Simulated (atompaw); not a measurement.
What one change does to a pseudopotential (chlorine, PAW (atompaw))

* Element: Cl (Z = 17)
* Generator: atompaw 4.2.0.5
* Type: PAW
* Functional: LDA (PW92)
* Relativity: scalar-relativistic
* Frozen core: [Ne]
* Valence charge: 7
* Reference configuration: 3s2 3p4 (charge +1)
* Partial waves: 3s (bound): rc 1.30 bohr; 3s channel at -1.15 Ry: rc 1.30 bohr; 3p (bound): rc 1.35 bohr; 3p channel at -0.75 Ry: rc 1.35 bohr; 3d channel at -0.05 Ry: rc 1.10 bohr
* Local potential: vpsmatchnc scheme with l = 3 at 1 Ry, radius 1.15 bohr
* Core correction: smooth core density matched at 0.75 bohr
* Augmentation charge: sinc compensation charge, radius 1.20 bohr; PAW radius 1.35 bohr; waves and projectors: custom rrkj gramschmidtortho

Change: wave 3s (bound): rc 1.30 bohr becomes 3s (bound): rc 1.20 bohr.

Cutoffs: the cutoffs (Ry, on a coarse ladder) from which the occupation-weighted sum of valence levels, in a spherical-Bessel basis at the reference potential, stays within 10 and 1 mRy of its value at 400 Ry; they do not see the model core or the augmentation charge, which bear on the density cutoff.

Task: What does the change do?

Result: The potential gets harder (25 Ry and 45 Ry → 40 Ry and 50 Ry); a bound ghost appears in s, which as a rule spoils a file; the range in which the s phases agree widens (upper end 2.9 → at the end of the scan).

| quantity | base | changed |
| --- | --- | --- |
| cutoff, loose | 25 Ry | 40 Ry |
| cutoff, tight | 45 Ry | 50 Ry |
| loose cutoff by channel (10 mRy a level) | s 18 Ry, p 18 Ry | s 21 Ry, p 18 Ry |
| bound ghosts | none | s |
| s: phases at 1.35 bohr within 0.05 rad from the reference energy up to (Ry; the scan ends near 5) | 2.9 | to the end of the scan |
| p: phases at 1.35 bohr within 0.05 rad from the reference energy up to (Ry; the scan ends near 5) | to the end of the scan | to the end of the scan |
| d: phases at 1.35 bohr within 0.05 rad from the reference energy up to (Ry; the scan ends near 5) | to the end of the scan | to the end of the scan |
| lowest overlap eigenvalue by channel | s 0.37, p 0.69, d 1.00 | s 0.05, p 0.69, d 1.00 |

 A true bound ghost makes a file unfit for plane-wave use even where its test errors are small: the radial tests pick states by their node count and pass the ghost by. The cutoffs see the waves, projectors and local potential, not the compensation charge or the core.
